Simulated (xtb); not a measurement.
BiCl3 (SMILES [Cl][Bi]([Cl])[Cl]), singlet, at a GFN2-xTB geometry (such geometries of metal compounds can be far from the true shape). Base run: GFN2-xTB run with xtb.

Geometry (Å):
```xyz
4

Bi    -0.0043    -0.0007     0.5028
Cl    -1.8316    -0.9930    -0.8353
Cl     0.0653     2.0905    -0.8150
Cl     1.7872    -1.0942    -0.8047
```
Charge 0, spin multiplicity 1.
All else is at xtb's defaults.
Base energy -16.12364 Eh.

Variants of this job, named by their change:

```
change        ΔE vs base (kcal/mol)  HOMO-LUMO gap (eV)  dipole (D)  G_solv (kcal/mol)  SCF cycles
------------  ---------------------  ------------------  ----------  -----------------  ----------
base                          0.000                5.35        5.45                  -          10
acc = 30                      0.000                5.35        5.45                  -           9
file = coord                  0.000                5.35        5.45                  -          10
etemp = 5000                 -0.286                5.36        5.43                  -          10
gbsa = chcl3                  -9.30                5.47        5.86              -9.78          12
alpb = dmso                   -8.02                5.45        5.77              -8.31          12
```

ALPB and GBSA are two models with their own fitted parameters for each solvent, which aren't always the measured dielectric constant.
